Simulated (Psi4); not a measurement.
HLiO, charge +1, doublet, at a GFN2-xTB geometry (such geometries of metal compounds can be far from the true shape) (a state made from the parent by changing its charge; the spin is typed, not shown lowest); Psi4 with B3LYP/cc-pVQZ.

Here is a job for Psi4.
```
memory 2 GB

molecule mol {
1 2
  Li   -0.000000   -0.000000   -1.424943
  O     0.000000    0.000000    0.366629
  H     0.000000    0.000000    1.341793
}

set basis cc-pvqz
set reference uks

energy('b3lyp')
print_variables()
```

Task: What does Psi4 print? Leave out banner, timings and long lists.

Result: 
```
   => Loading Basis Set <=

    Name: CC-PVQZ
    Role: ORBITAL
    Keyword: BASIS

         ---------------------------------------------------------
                                   SCF
               by Justin Turney, Rob Parrish, Andy Simmonett
                          and Daniel G. A. Smith
                              UKS Reference
         ---------------------------------------------------------

  ==> Geometry <==

    Molecular point group: c2v
    Full point group: C_inf_v

    Geometry (in Angstrom), charge = 1, multiplicity = 2:

       Center              X                  Y                   Z               Mass
    ------------   -----------------  -----------------  -----------------  -----------------
         LI           0.000000000000     0.000000000000    -1.309162051380     7.016003436600
         O            0.000000000000     0.000000000000     0.482409948620    15.994914619570
         H            0.000000000000     0.000000000000     1.457573948620     1.007825032230

  Running in c2v symmetry.

  Rotational constants: A = ************  B =      0.94239  C =      0.94239 [cm^-1]
  Rotational constants: A = ************  B =  28252.02869  C =  28252.02869 [MHz]
  Nuclear repulsion =   12.003916763801243

  Charge       = 1
  Multiplicity = 2
  Electrons    = 11
  Nalpha       = 6
  Nbeta        = 5

  ==> Algorithm <==

  SCF Algorithm Type is DF.
  DIIS enabled.
  MOM disabled.
  Fractional occupation disabled.
  Guess Type is SAD.
  Energy threshold   = 1.00e-06
  Density threshold  = 1.00e-06
  Integral threshold = 1.00e-12

  ==> Primary Basis <==

  Basis Set: CC-PVQZ
    Blend: CC-PVQZ
    Number of shells: 40
    Number of basis functions: 140
    Number of Cartesian functions: 175
    Spherical Harmonics?: true
    Max angular momentum: 4

  ==> DFT Potential <==

   => LibXC <=

    Version 7.1.2
    S. Lehtola, C. Steigemann, M. J. T. Oliveira, and M. A. L. Marques,  SoftwareX 7, 1–5 (2018) (10.1016/j.softx.2017.11.002)

   => Composite Functional: B3LYP <=

    B3LYP Hyb-GGA Exchange-Correlation Functional

    P. J. Stephens, F. J. Devlin, C. F. Chabalowski, and M. J. Frisch,  J. Phys. Chem. 98, 11623 (1994) (10.1021/j100096a001)

    Deriv               =              1
    GGA                 =           TRUE
    Meta                =          FALSE

    Exchange Hybrid     =           TRUE
    MP2 Hybrid          =          FALSE

   => Exchange Functionals <=

    0.0800   Slater exchange
    0.7200         Becke 88

   => Exact (HF) Exchange <=

    0.2000               HF

   => Correlation Functionals <=

    0.1900   Vosko, Wilk & Nusair (VWN5_RPA)
    0.8100   Lee, Yang & Parr

   => LibXC Density Thresholds  <==

    XC_HYB_GGA_XC_B3LYP:  1.00E-15

   => Molecular Quadrature <=

    Radial Scheme          =       TREUTLER
    Pruning Scheme         =           NONE
    Nuclear Scheme         =       TREUTLER

    Blocking Scheme        =         OCTREE
    BS radius alpha        =              1
    Pruning alpha          =              1
    Radial Points          =             75
    Spherical Points       =            302
    Total Points           =          66554
    Total Blocks           =            565
    Max Points             =            254
    Max Functions          =            140
    Weights Tolerance      =       1.00E-15

   => Loading Basis Set <=

    Name: (CC-PVQZ AUX)
    Role: JKFIT
    Keyword: DF_BASIS_SCF

  ==> Integral Setup <==

  SCF_SUBTYPE=INCORE selected. In-core MEM_DF algorithm will be used.
  Using in-core AOs.

  ==> MemDFJK: Density-Fitted J/K Matrices <==

    J tasked:                   Yes
    K tasked:                   Yes
    wK tasked:                   No
    Algorithm:                 Core
    Schwarz Cutoff:           1E-12
    Mask sparsity (%):       0.0000
    Fitting Condition:        1E-10

   => Auxiliary Basis Set <=

  Basis Set: (CC-PVQZ AUX)
    Blend: CC-PVQZ-JKFIT + DEF2-UNIVERSAL-JKFIT
[...]
  Reciprocal condition number of the overlap matrix is 2.7427790909E-05.
    Using symmetric orthogonalization.

  ==> Pre-Iterations <==

  SCF Guess: Superposition of Atomic Densities via on-the-fly atomic UHF (no occupation information).

   -------------------------
    Irrep   Nso     Nmo
   -------------------------
     A1        57      57
     A2        17      17
     B1        33      33
     B2        33      33
   -------------------------
    Total     140     140
   -------------------------

  ==> Iterations <==

                           Total Energy        Delta E     RMS |[F,P]|

   @DF-UKS iter SAD:   -82.82726095501192   -8.28273e+01   0.00000e+00
   @DF-UKS iter   1:   -83.04282620901283   -2.15565e-01   5.35880e-03 DIIS/ADIIS
   @DF-UKS iter   2:   -83.01067452608788    3.21517e-02   6.63574e-03 DIIS/ADIIS
   @DF-UKS iter   3:   -83.09789445774724   -8.72199e-02   2.48985e-04 DIIS/ADIIS
   @DF-UKS iter   4:   -83.09803491656692   -1.40459e-04   5.63009e-05 DIIS
   @DF-UKS iter   5:   -83.09804235903326   -7.44247e-06   1.12733e-05 DIIS
   @DF-UKS iter   6:   -83.09804299268394   -6.33651e-07   2.57923e-06 DIIS
   @DF-UKS iter   7:   -83.09804303175241   -3.90685e-08   3.77313e-07 DIIS
  Energy and wave function converged.

  ==> Post-Iterations <==

   Electrons on quadrature grid:
      Nalpha   =    5.9999947510 ; deviation = -5.249e-06
      Nbeta    =    4.9999970931 ; deviation = -2.907e-06
      Ntotal   =   10.9999918441 ; deviation = -8.156e-06

   @Spin Contamination Metric:   2.556346113E-03
   @S^2 Expected:                7.500000000E-01
   @S^2 Observed:                7.525563461E-01
   @S   Expected:                5.000000000E-01
   @S   Observed:                5.000000000E-01

    Orbital Energies [Eh]
    ---------------------

    Alpha Occupied:

[...]
    Alpha Virtual:

[...]
    Beta Occupied:

[...]
    Beta Virtual:

[...]
    Final Occupation by Irrep:
             A1    A2    B1    B2
    DOCC [     4,    0,    1,    0 ]
    SOCC [     0,    0,    0,    1 ]
    NA   [     4,    0,    1,    1 ]
    NB   [     4,    0,    1,    0 ]

  @DF-UKS Final Energy:   -83.09804303175241

   => Energetics <=

    Nuclear Repulsion Energy =             12.0039167638012430
    One-Electron Energy =                -134.6305227593181826
    Two-Electron Energy =                  48.1018429855062593
    DFT Exchange-Correlation Energy =      -8.5732800217417271
    Empirical Dispersion Energy =           0.0000000000000000
    VV10 Nonlocal Energy =                  0.0000000000000000
    Total Energy =                        -83.0980430317523968

  UHF NO Occupations:
  HONO-2 :    3 A1 1.9997362
  HONO-1 :    4 A1 1.9992419
  HONO-0 :    1 B2 1.0000000
  LUNO+0 :    5 A1 0.0007581
  LUNO+1 :    6 A1 0.0002638
  LUNO+2 :    2 B1 0.0002559
  LUNO+3 :    7 A1 0.0000008

Computation Completed

Properties will be evaluated at   0.000000,   0.000000,   0.000000 [a0]

Properties computed using the SCF density matrix

 Multipole Moments:

 ------------------------------------------------------------------------------------
     Multipole            Electronic (a.u.)      Nuclear  (a.u.)        Total (a.u.)
 ------------------------------------------------------------------------------------

 L = 1.  Multiply by 2.5417464519 to convert [e a0] to [Debye]
 Dipole X            :          0.0000000            0.0000000            0.0000000
 Dipole Y            :          0.0000000            0.0000000            0.0000000
 Dipole Z            :         -3.9561917            2.6255238           -1.3306678
 Magnitude           :                                                    1.3306678

 ------------------------------------------------------------------------------------

  Variable Map:
  ----------------------------------------------------------------------------
[...]
  Array Variable Map:
  ----------------------------------------------------------------------------
[...]
[...]
```
